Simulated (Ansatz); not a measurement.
System: AuH, charge 0, multiplicity 1. 
Geometry from a B3LYP-D3(BJ)/def2-TZVP (Ansatz, a quantum-chemistry and plane-wave program) optimisation:
```
Au
H 1 1.5467
```

Wanted: atomisation energy (electronic, to ground-state atoms), in kcal/mol. Valence correlation only, unless marked. UHF or UKS for open shells. Spin-orbit coupling is left out. The frozen core is the preceding noble-gas configuration, with the filled d and f shells of earlier blocks. In def2 rows, elements after Kr have scalar-relativistic effective core potentials. The coupled-cluster limit lacks core correlation, which all-electron functionals hold. CBS(X,Y): correlation extrapolated as X^-3; Hartree-Fock from the larger set.

| level | program | atomisation energy (kcal/mol) |
|---|---|---|
| HF/def2-QZVPP | Ansatz | 39.4 |
| r2SCAN-D4/def2-TZVPD | Ansatz + dftd4 | 74.3 |
| B3LYP-D3(BJ)/def2-TZVPD | Ansatz + dftd3 | 70.2 |
| B2GP-PLYP/def2-TZVPD | Ansatz | 67.6 |

Task: Estimate the value at CCSD(T)/CBS(def2-TZVPPD,def2-QZVPPD) as computed with Ansatz.

Result: 72.1 kcal/mol
